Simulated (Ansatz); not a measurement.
Bond stretch in HF (cation, charge +1), doublet. Each curve is given relative to its own lowest point near equilibrium.

```csv
R / Å,A,B,C
0.75,2.323,2.403,2.490
0.81,1.143,1.214,1.280
0.86,0.554,0.612,0.662
0.90,0.264,0.309,0.347
0.96,0.045,0.067,0.086
0.98,0.014,0.028,0.042
1.01,0.000,0.001,0.006
1.03,0.008,0.000,0.000
1.07,0.057,0.031,0.021
1.10,0.116,0.078,0.060
1.19,0.374,0.298,0.259
1.25,0.585,0.483,0.432
1.38,1.073,0.920,0.847
1.52,1.584,1.376,1.286
1.67,2.069,1.805,1.703
1.84,2.525,2.205,2.091
1.99,2.843,2.483,2.356
2.19,3.156,2.761,2.606
2.52,3.465,3.046,2.835
2.72,3.566,3.144,2.901
3.04,3.654,3.226,2.939
3.50,3.707,3.250,2.917
3.98,3.728,3.226,2.858
```

Energies in eV.

Problem. Assign the columns to these levels of theory: full CI/def2-SVP, frozen core run with Ansatz (a quantum-chemistry and plane-wave program); unrestricted B3LYP/def2-SVP run with Ansatz; unrestricted PBE/def2-SVP (Ansatz).

Solution. A is FCI; B is UKS-B3LYP; C is UKS-PBE.

The unrestricted determinant behind UKS-PBE is spin-contaminated at 2.19 to 3.98 Å (<S²> up to 1.1, against 0.75 for a pure doublet). The unrestricted determinant behind UKS-B3LYP is spin-contaminated at 2.52 to 3.98 Å (<S²> up to 1.0, against 0.75 for a pure doublet).
